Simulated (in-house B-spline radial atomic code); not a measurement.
Configurations of Nd III (Nd2+), with energies counted from [Xe] 4f4. Computed with a radial B-spline atomic code at the basis-set limit: scalar-relativistic (X2C) CAM-B3LYP, spin-polarised, spherical fractional occupations, exact exchange averaged over the configuration, Fermi nucleus of rms radius 4.9123 fm. Shells without spins written out take the highest spin.

Occupations are held fixed; configurations that lie above the ionisation limit could autoionise.

| configuration | E - E(ref) (eV) | highest orbital | its <r> (bohr) |
| --- | --- | --- | --- |
| [Xe] 4f3 6d1 | 13.465 | 6d up | 5.836 |
| [Kr] 4d10 4f4 5s2 5p5 6s1 | 21.291 | 6s up | 3.516 |
| [Kr] 4d9 4f4 5s2 5p6 6s1 | 117.76 | 6s up | 3.483 |
| [Kr] 4d9 4f4 5s2 5p6 6d1 | 127.06 | 6d up | 5.809 |

(1) Order these further configurations by energy, lowest first.
A. [Kr] 4d10 4f4 5s2 5p5 6p1
B. [Kr] 4d9 4f5 5s2 5p6
C. [Kr] 4d10 4f5 5s2 5p5
D. [Kr] 4d9 4f4 5s2 5p6 6p1

Answers

(1) C (19.583 eV), A (25.434 eV), B (111.73 eV), D (121.94 eV).
